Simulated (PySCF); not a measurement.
## Two-component Hartree-Fock for Ne³⁺ (neon, charge +3)

Start: [He] 2s1 2p3 3s1; 2s1/2 filled at m_j = +1/2; 2p3/2 filled at m_j = -1/2, +1/2, +3/2; 3s1/2 filled at m_j = +1/2. Calculated with PySCF 2.14 in x2c-SVPall-2c with one added diffuse shell of s type (4s2p1d, 15 functions): generalised Hartree-Fock with the X2C-1e Hamiltonian and a Gaussian nucleus; one run each with spin-orbit coupling (SO) switched off, then screened by Boettger's factors. This is a chosen level, not necessarily the ground level.

```json
{"spinor shell": "1s1/2", "electrons": "2", "ε, spin-free (eV)": "-996.94", "ε, screened SO (eV)": "-996.94", "weight of nominal j (screened SO)": "1.000", "rms radius, screened SO (bohr)": "0.182"}
{"spinor shell": "2s1/2", "electrons": "1", "ε, spin-free (eV)": "-142.12", "ε, screened SO (eV)": "-142.12", "weight of nominal j (screened SO)": "1.000", "rms radius, screened SO (bohr)": "0.825"}
{"spinor shell": "2p3/2", "electrons": "3", "ε, spin-free (eV)": "-115.08", "ε, screened SO (eV)": "-115.08", "weight of nominal j (screened SO)": "0.664", "rms radius, screened SO (bohr)": "0.788"}
{"spinor shell": "3s1/2", "electrons": "1", "ε, spin-free (eV)": "-37.125", "ε, screened SO (eV)": "-37.125", "weight of nominal j (screened SO)": "1.000", "rms radius, screened SO (bohr)": "2.48"}
```

```json
{"quantity": "E (hartree)", "spin-free": "-121.57662", "screened SO": "-121.57664"}
{"quantity": "M_J", "spin-free": "5/2", "screened SO": "5/2"}
{"quantity": "⟨J²⟩", "spin-free": "8.750", "screened SO": "8.750"}
{"quantity": "⟨L²⟩", "spin-free": "0.000", "screened SO": "0.000"}
{"quantity": "⟨S²⟩", "spin-free": "8.750", "screened SO": "8.750"}
```

Each row is a mean over spinors that exchange with the open shell spreads, by up to 10.771 eV (1s1/2).

Rows whose weight is well below 1 are mixtures of j = l ± 1/2: exchange outweighs spin-orbit coupling there, and the label is only the starting occupation.

Without spin-orbit coupling the j labels of p, d and f shells carry no meaning; the spin-free column gives the mean over the occupied spinors of each nl shell.
